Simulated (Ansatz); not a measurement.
System: H₃SiO, charge -1, singlet. H3SiO- (parent SMILES [O][SiH3], singlet).
B3LYP-D3(BJ)/def2-TZVP minimum from Ansatz (a first-principles code):
```xyz
5

O      1.1374    -0.0225    -0.1527
Si    -0.4128     0.0082     0.0554
H     -1.1164     1.3540    -0.1202
H     -0.9439    -0.4124     1.4259
H     -1.2600    -0.8758    -0.8600
```
Charge -1, spin multiplicity 1.

Total energies in aug-cc-pV(D+d)Z, 14 correlated electrons, 6 frozen orbitals. Open shells are spin-unrestricted; no spin-orbit coupling. Correlated methods leave the cores frozen. No relativity. The spin of H3OSi- (parent SMILES [O][SiH3], singlet) was assumed, and the state is the lowest solution found for it.

| method | program | energy (Eh) | minus CCSDT(Q) (mEh) |
|---|---|---|---|
| HF | Ansatz | -365.58253 | 369.02 |
| MP2 | Ansatz | -365.91774 | 33.82 |
| CCSD | Ansatz | -365.93842 | 13.14 |
| CCSD(T) | Ansatz | -365.94974 | 1.82 |
| CCSDT(Q) | Ansatz | -365.95156 | 0.00 |

Rough core times of Ansatz's runs on a shared machine: CCSD(T) under 20 s, CCSDT(Q) 2 min.
